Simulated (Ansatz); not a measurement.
Cu₅H₅. The state is a singlet with charge 0. Geometry PBE-D4/def2-SVP, basis def2-TZVP, Ansatz.

```xyz
10

Cu    0.9868   -0.5531   -1.6741
Cu   -0.4431   -0.5557    1.8852
Cu   -0.0939    1.5308   -1.3087
Cu   -1.2330    1.3988    0.7803
Cu    0.7873   -1.8366    0.3084
H     0.5581   -1.8227    1.9055
H    -1.1743    2.3982   -0.4831
H     0.9901    0.9181   -2.3368
H     1.1217   -2.1067   -1.2493
H    -1.4997    0.6288    2.1725
```

| run | HOMO (eV) | LUMO (eV) |
| --- | --- | --- |
| A | -7.28 | -1.92 |
| B | -10.63 | 1.13 |
| C | -5.81 | -2.71 |
| D | -5.85 | -2.55 |
| E | -6.87 | -2.27 |

HSE06 is defined as in plane-wave codes, on full-range PBE exchange. Another isomer (singlet) lies 0.02 eV lower at PBE0-D4/def2-TZVP.

Q: The runs used HF, HSE06, PBE, PBE0, r2SCAN. Estimate which is which.

A: A PBE0 (25 % exact exchange); B HF (100 % exact exchange); C PBE (0 % exact exchange); D r2SCAN (0 % exact exchange); E HSE06 (range-separated). Exact exchange lowers occupied and raises empty levels; among semilocal functionals meta-GGAs tend to open the gap a little, and such runs are hard to tell apart. The gap grows from 3.10 eV (PBE) to 11.77 eV (HF).
